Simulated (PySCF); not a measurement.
Gas-phase reaction: 2 In(CH₃)₃ ⇌ 2 InH + 3 CH₄ + C₃H₄ (propyne)

Energies from PySCF, thermal terms from the rigid-rotor harmonic-oscillator model, ideal gas at 1 bar. † marks an energy on the PBE0/def2-TZVP geometry and frequencies; other levels use their own. MP2 freezes the core. All species are closed-shell singlets. In: scalar-relativistic def2 core potential, no spin-orbit coupling. Methyl groups turn as free rotors in In(CH₃)₃. InH: computed as isolated molecules; such fragments, hydroxides, amides, oligomers or adducts are transient or little studied in the gas. MP2 isn't extrapolated to the basis-set limit; its ΔH°(298 K) is 210.6 kJ in def2-SVP and 262.4 kJ in def2-TZVPP. The harmonic model lacks anharmonicity and excited electronic states, which grow with temperature; levels with a mode under 35 cm⁻¹ are left out. Soft modes under 120 cm⁻¹ make the harmonic entropy rough for In(CH₃)₃.

| level | ΔE electronic, kJ | ΔH°(298 K), kJ | ΔS°(298 K), J/K | ΔG°(1000 K), kJ |
|---|---|---|---|---|
| BLYP/def2-TZVP† | 108 | 87 | 479 | -382 |
| HF/def2-TZVP† | 109 | 87 | 479 | -381 |
| M06-2X/def2-TZVP† | 250 | 228 | 479 | -241 |
| MP2/def2-SVP† | 232 | 211 | 479 | -258 |
| MP2/def2-TZVPP† | 284 | 262 | 479 | -206 |
| PBE/def2-TZVP† | 223 | 201 | 479 | -268 |
| PBE0/def2-SVP† | 233 | 211 | 479 | -258 |
| PBE0/def2-TZVP | 250 | 228 | 479 | -241 |
| r2SCAN/def2-TZVP† | 259 | 237 | 479 | -231 |
| ωB97M-V/def2-TZVP† | 252 | 231 | 479 | -238 |
| ωB97X-V/def2-TZVP† | 274 | 252 | 479 | -216 |
ΔH° is lowest at BLYP/def2-TZVP† and highest at MP2/def2-TZVPP†. No reference value is set beside these.
